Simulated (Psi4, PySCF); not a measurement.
PySCF was given this input:
```python
from pyscf import gto, scf, dft

mol = gto.Mole()
mol.atom = '''
    Si    1.58554558   -0.29465325    0.09305373
    O    -0.00374610   -0.02898376   -0.03187953
    Si   -1.58414102    0.30551525   -0.08108531
    H     1.99636140   -0.92391127   -1.16028168
    H     2.22242187    1.00620543    0.29041493
    H     1.77723671   -1.17669751    1.24269936
    H    -2.21375802   -0.47470673    0.98249776
    H    -2.04757203   -0.09473461   -1.40797725
    H    -1.72438507    1.74364671    0.14012516
'''
mol.basis = 'def2-svp'
mol.verbose = 3
mol.build()

mf = dft.RKS(mol)
mf.xc = 'revpbe'
mf.grids.atom_grid = (99, 590)
mf.grids.prune = None
mf.kernel()
```

### Question
Write the same job for Psi4.

### Answer
Several could match; the one computed here: 
```
memory 2 GB

molecule {
0 1
Si    1.58554558   -0.29465325    0.09305373
O    -0.00374610   -0.02898376   -0.03187953
Si   -1.58414102    0.30551525   -0.08108531
H     1.99636140   -0.92391127   -1.16028168
H     2.22242187    1.00620543    0.29041493
H     1.77723671   -1.17669751    1.24269936
H    -2.21375802   -0.47470673    0.98249776
H    -2.04757203   -0.09473461   -1.40797725
H    -1.72438507    1.74364671    0.14012516
}

set {
  basis def2-svp
  scf_type pk
  puream true
  d_convergence 1e-8
  dft_radial_points 99
  dft_spherical_points 590
}

energy('revpbe')
print_variables()
```

Both were run: PySCF gave -657.464110 Eh and Psi4 -657.464110 Eh, 0.000 mEh apart.
